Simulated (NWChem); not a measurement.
Isomers of CH₇NOSi, each optimised at B3LYP/6-31G* with NWChem, gas phase unless a solvent is named. Flexible species stand in one conformer each, which need not be the lowest. Pople sets run with spherical d functions. Shieldings are non-relativistic GIAO values without spin-orbit effects.

A: CN[SiH2]O
B: NC[SiH2]O
C: C[SiH](N)O
D: CO[SiH2]N

**Question.** Rank them by 29Si shift against tetramethylsilane, B3LYP/6-31G* (ppm), lowest first.

**Answer.** A (-14.7), D (-13.9), C (-7.6), B (-3.3)
